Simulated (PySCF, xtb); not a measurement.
silacyclobutane (C3H8Si), SMILES C1CC[SiH2]1.

Harmonic wavenumbers (cm⁻¹) from GFN2-xTB in xtb at its own minimum, in rising order: 75, 431, 449, 528, 613, 678, 717, 723, 774, 816, 874, 990, 1002, 1051, 1171, 1187, 1210, 1223, 1288, 1474, 1478, 1503, 2250, 2258, 2977, 2996, 2999, 3007, 3011, 3016.

Task: What does B3LYP-D3(BJ)/def2-SVP (PySCF 2.14.0) give at its own minimum? (Estimate from the structure and the level; the computed values follow.)

Result: 149, 412, 504, 541, 641, 672, 744, 815, 825, 892, 921, 957, 964, 981, 1081, 1152, 1208, 1238, 1288, 1415, 1432, 1470, 2201, 2209, 3033, 3056, 3057, 3084, 3126, 3126. Paired by order, the mean absolute difference is 49 cm⁻¹ and the zero-point energies are 61.1 and 61.7 kcal/mol.
